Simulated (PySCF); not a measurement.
**Electron correlation in Al (aluminium, neutral)**

[Ne] 3s1 3p1 4s1, high-spin 4P determinant (an excited configuration). All numbers are calculated (PySCF 2.14, the spin-free X2C one-electron Hamiltonian (Gaussian nucleus), in aug-cc-pCVTZ-DK with one added diffuse shell each of s, p, d, f type (9s8p6d4f, 91 functions)). Frozen: [Ne]; 3 electrons correlated.

```json
{"level": "CCSD", "correlation energy (mhartree)": "-10.49"}
{"level": "(T)", "correlation energy (mhartree)": "-0.13"}
{"level": "CCSD(T)", "correlation energy (mhartree)": "-10.62"}
```

Diagnostics: T1 = 0.024, D1 = 0.0572, largest double amplitude 0.036.

The outer electron is Rydberg-like, and this basis confines it to a smaller radius and binds it less than a complete one would.

Cost of the coupled-cluster step: roughly 5 core-seconds, for 3 correlated electrons.
